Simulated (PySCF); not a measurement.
Structure with atom numbers: `[CH2:1]=[N:2][c:3]1[cH:4][o:5][cH:6][cH:7][c:8]1=[O:9]`; H(Xn) means a hydrogen on atom n. Ha(C1) is cis to C3; Hb(C1) is trans to C3.

Geometry: GFN2-xTB; GIAO absolute shieldings from PySCF 2.14.0 with density-fitted response routines, gas phase, non-relativistic, averaged over equivalent atoms.

At HF/MINI (50 basis functions, about 5 core-seconds):
```json
{"atoms": "C1", "σ (ppm)": "94.4"}
{"atoms": "C6", "σ (ppm)": "98.2"}
{"atoms": "C4", "σ (ppm)": "108.7"}
{"atoms": "C3", "σ (ppm)": "116.5"}
{"atoms": "C8", "σ (ppm)": "116.7"}
{"atoms": "C7", "σ (ppm)": "126.5"}
{"atoms": "N2", "σ (ppm)": "-92.8"}
{"atoms": "O9", "σ (ppm)": "-351.5"}
{"atoms": "O5", "σ (ppm)": "255.1"}
{"atoms": "Hb(C1)", "σ (ppm)": "21.26"}
{"atoms": "H(C6)", "σ (ppm)": "22.15"}
{"atoms": "Ha(C1)", "σ (ppm)": "22.46"}
{"atoms": "H(C4)", "σ (ppm)": "22.50"}
{"atoms": "H(C7)", "σ (ppm)": "23.04"}
```

Problem. What do these become at OPBE/pcSseg-1?

Solution. 
```tsv
atoms	σ at OPBE/pcSseg-1	change
C1	31.9	-62.5
C6	38.4	-59.8
C4	48.2	-60.5
C3	49.1	-67.4
C8	28.8	-87.9
C7	69.5	-57.0
N2	-73.4	+19.4
O9	-133.4	+218.1
O5	105.8	-149.3
Hb(C1)	23.83	+2.57
H(C6)	23.97	+1.82
Ha(C1)	23.86	+1.40
H(C4)	23.97	+1.47
H(C7)	25.12	+2.08
```

The largest change is at O9 (carbonyl oxygen). Cost: 178 basis functions, of the order of 100 core-seconds. The order of the carbon signals changes between the two levels.
